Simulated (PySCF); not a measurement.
Calculation: PBE-D3(BJ)/def2-TZVP // CAM-B3LYP-D3(BJ)/def2-TZVP (PySCF). All species are isolated molecules in the gas phase. One relaxed conformer stands for a flexible species; it need not be the lowest. Excitations are Tamm–Dancoff values on a coarser integration grid. The basis has no diffuse functions, so Rydberg states are missing or too high.

Reference species (SMILES): `B1=BCC1` (neutral, multiplicity 1).

```json
{
 "T1 excitation (TDA)": "0.16 eV",
 "HOMO–LUMO gap": "0.88 eV",
 "HOMO": "-4.37 eV"
}
```

After one change: the T1 excitation (TDA) rises by 2.97 eV; the HOMO–LUMO gap increases by 2.55 eV; the HOMO falls by 2.13 eV.

Problem. Name the change that produced these shifts. The new species is one of these.
(A) `BB1C=C1`
(B) `[H]/B=C/C=B/[H]`
(C) `BBC#C`
(D) `CB1B=C1`

Solution. C, `BBC#C`
